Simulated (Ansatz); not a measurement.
Relaxation of BGeH6N (9 atoms, charge 0, multiplicity 1), to a largest force component of 0.015 eV/Å in at most 40 steps.

These are results of RKS PBE0/def2-SVP (Ansatz), not measurements.

```xyz
9
Properties=species:S:1:pos:R:3
B -0.706 0.533 -1.177
N -0.647 0.634 0.327
Ge -1.768 2.034 0.739
H -1.167 -0.353 -1.716
H -0.399 1.486 -1.866
H -1.076 -0.253 0.726
H -3.246 1.734 0.216
H -1.308 3.334 0.125
H -1.867 2.185 2.339
```

Question: Where does it end, and by what steps?

Answer: It converged. The force dipped under the threshold on the way, but the program's further checks kept it going. After 15 steps the energy has fallen by 0.935 eV; H4 moved furthest, 0.96 Å.

```tsv
step	energy less start (eV)	largest force component (eV/Å)	accepted
0	0.0000	2.933	yes
1	-0.4400	1.362	yes
2	-0.6315	0.622	yes
3	-0.8008	0.388	yes
4	-0.8840	0.288	yes
5	-0.9292	0.137	yes
6	-0.9304	0.233	yes
7	-0.9319	0.096	yes
8	-0.9327	0.079	yes
9	-0.9339	0.010	yes
10	-0.9342	0.028	yes
11	-0.9342	0.057	no
12	-0.9344	0.019	yes
13	-0.9345	0.020	yes
14	-0.9345	0.015	yes
15	-0.9345	0.005	yes
```

```xyz
9
Properties=species:S:1:pos:R:3
B -0.577 0.491 -1.198
N -1.320 0.570 -0.018
Ge -1.932 2.116 0.809
H -0.245 -0.595 -1.621
H -0.275 1.509 -1.783
H -1.556 -0.303 0.447
H -3.469 2.063 0.903
H -1.465 3.290 -0.057
H -1.344 2.195 2.230
```

The run took 39 s on 1 CPU thread of a shared host.
